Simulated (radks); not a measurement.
Results of a calculation; reference values are marked as such.
Task: Orbital eigenvalues (eV) of the niobium ion Nb+, [Kr] 4d4, of relativity; Dirac values are averaged over j with weights 2j + 1. Spin-unpolarised spherical Kohn-Sham, PBE, point nucleus unless stated (finite: rms radius 4.324 fm), a radial shooting solver on a logarithmic mesh with Libxc functionals. A level marked "c x" has the speed of light scaled by that factor and shares open shells by 2j + 1; other Dirac levels either fill j = l - 1/2 first or share by 2j + 1.

shell  non-rel.
1s       -18366
2s      -2532.6
2p      -2327.5
3s      -426.18
3p      -348.20
3d      -205.70
4s      -61.720
4p      -40.295
4d      -9.4450

Give the values at the level "Dirac, low j first".

Result: 
shell  Dirac, low j first  change of magnitude (%)
1s                 -18806                    +2.40
2s                -2635.3                    +4.05
2p                -2355.0                    +1.18
3s                -444.88                    +4.39
3p                -353.06                    +1.40
3d                -202.33                    -1.64
4s                -64.649                    +4.75
4p                -40.871                    +1.43
4d                -9.2319                    -2.26
